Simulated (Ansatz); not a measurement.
Ansatz (a first-principles code) input (RPA@PBE/def2-TZVPP):

Ansatz 0.2 input:
```yaml
crystal:
  periodic: [false, false, false]
  atoms:
    - {symbol: Fe, position_ang: [-0.00000000, -0.00000000, -0.37832805]}
    - {symbol: O, position_ang: [0.00000000, 0.00000000, 1.22956615]}
basis:
  gaussian:
    orbitals: def2-TZVPP
hamiltonian:
  xc: pbe
magnetization: {spin_polarized: true, initial_magnetization: 4}
correlation: {method: rpa, electrons: outside_noble_gas}
```

Output:

```
Functional definition: PBE
integrals: 0.05 GiB planned
662 factors; integrals over basis functions are off by at most 9.9e-4 eV
mean field: 0.25 GiB planned
mean field evaluation 1: about -36416.1160 eV, gradient 5.6e1 eV
mean field evaluation 2: about -36416.1145 eV, gradient 5.6e1 eV
mean field evaluation 4: about -36424.9788 eV, gradient 1.3e1 eV
mean field evaluation 8: about -36426.0462 eV, gradient 1.3e0 eV
mean field evaluation 16: about -36426.0515 eV, gradient 3.0e-4 eV
mean field evaluation 32: about -36425.8251 eV, gradient 1.1e0 eV
mean field evaluation 64: about -36426.0513 eV, gradient 1.2e-1 eV
mean field evaluation 96: about -36420.7581 eV, gradient 3.2e1 eV
mean field evaluation 128: about -36426.0121 eV, gradient 2.3e0 eV
mean field -36426.05150872 eV, -1338.6327024809 hartree, gradient 1.1e-6 eV, S^2 6.017620; 12 other end points of the search recorded, 0 dependent functions left out
10 core orbitals not correlated
reference -36384.49740541 eV, -1337.1056173507 hartree; 9, 5 occupied and 76, 80 virtual orbitals, 662 factors
Total energy: -36406.97070439 eV, -1337.9314958553 hartree
```

The spin state was set by rule; other spins were not relaxed.
